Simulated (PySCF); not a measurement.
Br₂In (SMILES [Br][In+][Br]), charge +1, singlet, geometry from GFN2-xTB (such geometries of metal compounds can be far from the true shape) (core potentials on In); B3LYP/def2-SVP run with PySCF.

Here is a job for PySCF.
```python
from pyscf import gto, scf, dft

mol = gto.M(
    atom='''
In    0.00000000    0.00000000    0.00000000
Br   -0.00000000   -0.00000000   -2.51169977
Br    0.00000000    0.00000000    2.51169977
''',
    basis='def2-svp',
    ecp={'In': 'def2-svp'},
    charge=1,
    verbose=4,
)

mf = dft.RKS(mol)
mf.xc = 'b3lyp'
mf.kernel()
```

**Question.** Write the output that PySCF gives for this input, abridged.

**Answer.** 
```
PySCF version 2.14.0

[INPUT] verbose = 4
[INPUT] num. atoms = 3
[INPUT] num. electrons = 90
[INPUT] charge = 1
[INPUT] spin (= nelec alpha-beta = 2S) = 0
[INPUT] symmetry False subgroup None
[INPUT] Mole.unit = angstrom
[INPUT] Symbol           X                Y                Z      unit          X                Y                Z       unit  Magmom
[INPUT]  1 In     0.000000000000   0.000000000000   0.000000000000 AA    0.000000000000   0.000000000000   0.000000000000 Bohr   0.0
[INPUT]  2 Br     0.000000000000   0.000000000000  -2.511699770000 AA    0.000000000000   0.000000000000  -4.746424672433 Bohr   0.0
[INPUT]  3 Br     0.000000000000   0.000000000000   2.511699770000 AA    0.000000000000   0.000000000000   4.746424672433 Bohr   0.0

nuclear repulsion = 438.751300972926
number of shells = 34
number of NR pGTOs = 209
number of NR cGTOs = 90
basis = def2-svp
ecp = {'In': 'def2-svp'}

******** <class 'pyscf.dft.rks.RKS'> ********
method = RKS
initial guess = minao
damping factor = 0
level_shift factor = 0
DIIS = <class 'pyscf.scf.diis.CDIIS'>
diis_start_cycle = 1
diis_space = 8
diis_damp = 0
SCF conv_tol = 1e-09
SCF conv_tol_grad = None
SCF max_cycles = 50
direct_scf = True
direct_scf_tol = 1e-13
XC library pyscf.dft.libxc version 7.1.2
    S. Lehtola, C. Steigemann, M. J. T. Oliveira, and M. A. L. Marques,  SoftwareX 7, 1–5 (2018)
XC functionals = b3lyp
    P. J. Stephens, F. J. Devlin, C. F. Chabalowski, and M. J. Frisch,  J. Phys. Chem. 98, 11623 (1994)
radial grids:
    Treutler-Ahlrichs [JCP 102, 346 (1995); DOI:10.1063/1.469408] (M4) radial grids

becke partition: Becke, JCP 88, 2547 (1988); DOI:10.1063/1.454033
pruning grids: <function nwchem_prune>
grids dens level: 3
symmetrized grids: False
atomic radii adjust function: <function treutler_atomic_radii_adjust>
small_rho_cutoff = 0
Set gradient conv threshold to 3.16228e-05
Initial guess from minao.
tot grids = 62728
init E= -5315.01061621378
  HOMO = -0.609626695877948  LUMO = -0.574983465304222  gap/eV = 0.94269
cycle= 1 E= -5336.18339098661  delta_E= -21.2  |g|= 2.34  |ddm|= 12.4
  HOMO = -0.187170086308757  LUMO = -0.14065107788305  gap/eV = 1.26585
cycle= 2 E= -5334.80199069361  delta_E= 1.38  |g|= 3.63  |ddm|= 6.46
  HOMO = -0.520315452610764  LUMO = -0.346729341253763  gap/eV = 4.72352
cycle= 3 E= -5337.64022772639  delta_E= -2.84  |g|= 0.44  |ddm|= 2.98
  HOMO = -0.47883920220819  LUMO = -0.367128365176846  gap/eV = 3.03981
cycle= 4 E= -5337.69385461756  delta_E= -0.0536  |g|= 0.317  |ddm|= 1.36
  HOMO = -0.503246602965594  LUMO = -0.375248453496759  gap/eV = 3.48301
cycle= 5 E= -5337.73256406964  delta_E= -0.0387  |g|= 0.042  |ddm|= 0.481
  HOMO = -0.502711075501178  LUMO = -0.371882301827803  gap/eV = 3.56003
cycle= 6 E= -5337.73284805063  delta_E= -0.000284  |g|= 0.00552  |ddm|= 0.0439
  HOMO = -0.502612323099756  LUMO = -0.371151363925208  gap/eV = 3.57723
cycle= 7 E= -5337.73285344365  delta_E= -5.39e-06  |g|= 0.00127  |ddm|= 0.00724
  HOMO = -0.502486548774171  LUMO = -0.371083542708512  gap/eV = 3.57566
cycle= 8 E= -5337.73285383934  delta_E= -3.96e-07  |g|= 0.000405  |ddm|= 0.00189
  HOMO = -0.502533544085005  LUMO = -0.371147095829222  gap/eV = 3.57521
cycle= 9 E= -5337.7328538947  delta_E= -5.54e-08  |g|= 6.89e-05  |ddm|= 0.000687
  HOMO = -0.50252567555881  LUMO = -0.371146211253134  gap/eV = 3.57502
cycle= 10 E= -5337.7328538967  delta_E= -2e-09  |g|= 2.26e-06  |ddm|= 0.000162
  HOMO = -0.5025256600411  LUMO = -0.371146209678173  gap/eV = 3.57502
cycle= 11 E= -5337.7328538967  delta_E= -9.09e-13  |g|= 2.45e-07  |ddm|= 2.63e-06
  HOMO = -0.502525693373093  LUMO = -0.371146180444853  gap/eV = 3.57502
Extra cycle  E= -5337.7328538967  delta_E= 4.55e-12  |g|= 4.29e-07  |ddm|= 1.21e-06
converged SCF energy = -5337.7328538967
```
